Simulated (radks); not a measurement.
The numbers below are computed, except where a source is named.
Polarisability of the selenium ion Se+, [Ar] 3d10 4s2 4p3, at imaginary frequency. Level of theory: scalar-relativistic Kohn-Sham, LDA (Slater exchange, VWN5 correlation), spin-polarised, spherical densities, finite nucleus; open shells are filled with parallel spins first; Fermi nuclear charge, rms radius 4.14 fm (a radial shooting solver on a logarithmic mesh with Libxc functionals). Response by self-consistent Sternheimer equations with the Hartree and adiabatic LDA kernel, the relativistic mass of each level held fixed and spin-orbit coupling left out.

w (hartree),alpha1(iw) (bohr^3)
0.00266,14.19
0.0143,14.19
0.0360,14.13
0.0697,13.96
0.118,13.54
0.186,12.69
0.280,11.23
0.413,9.126
0.605,6.648
0.892,4.294
1.35,2.473
2.12,1.290
3.59,0.6120
6.94,0.2440
17.5,0.05948

Static values: alpha1 = 14.20 bohr^3 (2.104 angstrom^3; uncoupled 21.77). C6 = 87.52, triple-dipole C9 = 900.9 atomic units. One-pole (London) frequency 4 C6 / (3 alpha1^2) = 0.579 hartree, against 0.604 for minus the highest occupied eigenvalue.
